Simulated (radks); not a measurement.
The numbers below are computed, except where a source is named.
Neutral bromine inside a hard spherical wall (all orbitals vanish at R), configuration held at [Ar] 3d10 4s2 4p5 and not refilled when levels cross. Code: a radial shooting solver on a logarithmic mesh with Libxc functionals. Model: scalar-relativistic Kohn-Sham, r2SCAN, spin-polarised, spherical densities, finite nucleus; open shells are filled with parallel spins first; meta-GGA in the generalised Kohn-Sham scheme; Fermi nuclear charge, rms radius 4.1629 fm. Eigenvalues in eV for spin up, with the zero of energy where the potential of the charges vanishes at infinity; a dash marks a level that is unbound or too diffuse for the functional's potential to be trusted. A positive occupied level is held by the wall or, in an anion where self-interaction has pushed it up, behind a barrier. The pressure on the wall is -dE/dV.

R (bohr)  E (hartree)  kinetic (hartree)    e(3p)    e(3d)    e(4s)   e(4p)  e(5s, empty)  e(5p, empty)  pressure (GPa)
free      -2606.84520           2663.306  -177.66  -68.026  -21.377  -8.610             -             -               0
20        -2606.84520           2663.306  -177.66  -68.026  -21.377  -8.610             -             -        < 0.0001
12        -2606.84520           2663.306  -177.66  -68.026  -21.377  -8.610         0.411         1.681        < 0.0001
10        -2606.84519           2663.306  -177.66  -68.024  -21.375  -8.609         0.781         2.546        0.000653
8         -2606.84480           2663.310  -177.62  -67.993  -21.350  -8.585         1.721         4.463          0.0234
6         -2606.83575           2663.385  -177.22  -67.589  -21.037  -8.271         4.858         9.760           0.977
5         -2606.79856           2663.633  -176.16  -66.538  -20.265  -7.440         9.558        16.421            7.08
4         -2606.60322           2664.691  -172.74  -63.154  -17.819  -4.600        21.938        31.883            60.0
3         -2605.45826           2669.505  -162.14  -52.739   -9.245   5.870        60.670        75.726             663
2.5       -2603.29224           2677.141  -150.46  -41.309    2.954  20.643        110.36        129.13            2620
1.5       -2573.26165           2766.372  -80.474   30.121   134.25  166.09        510.21        533.01           94800
